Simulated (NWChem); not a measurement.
## Plane-wave run on MgAl₂C₂ (space group P-3m1)

```
Al2MgC2
1.0
    3.39065     0.00000     0.00000
   -1.69532     2.93639     0.00000
    0.00000     0.00000     5.82372
Mg Al C
1 2 2
Direct
  0.00000   0.00000   0.00000
  0.66667   0.33333   0.35001
  0.33333   0.66667   0.64999
  0.33333   0.66667   0.27008
  0.66667   0.33333   0.72992
```

Program: NWChem. Origin of the cell: Materials Project cell, not relaxed here.

Norm-conserving pseudopotentials with valence charges Mg 2, Al 3, C 4, fixed occupations, no spin-orbit coupling, density cut at twice the wavefunction cutoff.

Level: LDA (Vosko), Troullier-Martins, cutoff 35 Ha, density from a 3×3×3 mesh. Bands run along Γ–M–K–Γ–A–L–H–A with k in units of the cell's reciprocal vectors.

**Question.** What gap does the band structure show, and how wide is the group of occupied bands?

**Answer.** It shows an indirect gap along this path of 1.83 eV from (0.06, 0.06, 0.00) to L (smallest direct gap on this path 2.96 eV). The 8 occupied bands reach 13.1 eV below the valence-band top.
